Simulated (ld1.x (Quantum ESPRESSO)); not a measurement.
## Tl (Z = 81): one change to an ultrasoft potential, before and after

* Element: thallium
* Generator: ld1.x (Quantum ESPRESSO) 7.5
* Type: ultrasoft
* Functional: BLYP
* Relativity: scalar-relativistic
* Frozen core: [Xe] 4f14
* Valence charge: 13
* Reference configuration: 5d10 6s2 6p0.5 (charge +0.5)
* Partial waves: 6s (bound): rcut 2.30, rcutus 2.45 bohr; 6s channel at 1.5 Ry: rcut 2.30, rcutus 2.45 bohr; 6p (bound): rcut 2.70, rcutus 2.85 bohr; 6p channel at 3.85 Ry: rcut 2.70, rcutus 2.85 bohr; 5d (bound): rcut 2.10, rcutus 2.30 bohr; 5d channel at -1 Ry: rcut 2.10, rcutus 2.30 bohr
* Local potential: all-electron potential smoothed inside 1.75 bohr (lloc = -1)
* Core correction: none
* Augmentation charge: PSQ, inside the norm-conserving radii

Change: local potential all-electron potential smoothed inside 2.05 bohr (lloc = -1).

Cutoffs: the cutoffs (Ry, on a coarse ladder) from which the occupation-weighted sum of valence levels, in a spherical-Bessel basis at the reference potential, stays within 10 and 1 mRy of its value at 400 Ry; they do not see the model core or the augmentation charge, which bear on the density cutoff. Errors are all-electron minus pseudo energies relative to the spin-unpolarised reference configuration.

Q: What does the change do?

A: The potential gets neither clearly harder nor softer (21 Ry and 35 Ry → 21 Ry and 35 Ry); the bound ghost in s disappears; the errors of the 7 common tests hardly move; the range in which the p phases agree widens (upper end 3.1 → at the end of the scan); the range in which the d phases agree widens (upper end 3.1 → at the end of the scan). A state that the projectors do not describe sees the local part alone, so a deeper or shallower local part can create or remove a ghost.

| quantity | base | changed |
| --- | --- | --- |
| cutoff, loose | 21 Ry | 21 Ry |
| cutoff, tight | 35 Ry | 35 Ry |
| bound ghosts | s | none |
| error for 5d10 6s2 6p1, meV [ΔE -1.85 eV] | +1.1 | +1.1 |
| error for 5d10 6s2 6p0, meV [ΔE 3.34 eV] | -1.4 | -1.3 |
| error for 5d10 6s1 6p0, meV [ΔE 24.15 eV] | -24 | -24 |
| error for 5d10 6s2 6p1.3, meV [ΔE -2.34 eV] | +1.8 | +1.7 |
| error for 5d10 6s1 6p1, meV [ΔE 11.55 eV] | -8.4 | -8.7 |
| error for 5d9 6s2 6p2, meV [ΔE 12.70 eV] | +109 | +112 |
| error for 5d9 6s2 6p1, meV [ΔE 19.17 eV] | +94 | +97 |
| s: phases at 3.12 bohr within 0.05 rad from the reference energy up to (Ry; the scan ends near 5) | to the end of the scan | to the end of the scan |
| p: phases at 3.12 bohr within 0.05 rad from the reference energy up to (Ry; the scan ends near 5) | 3.1 | to the end of the scan |
| d: phases at 3.12 bohr within 0.05 rad from the reference energy up to (Ry; the scan ends near 5) | 3.1 | to the end of the scan |
| lowest overlap eigenvalue by channel | s 0.32, p 0.76, d 0.83 | s 0.39, p 0.78, d 0.83 |

 A true bound ghost makes a file unfit for plane-wave use even where its test errors are small: the radial tests pick states by their node count and pass the ghost by.
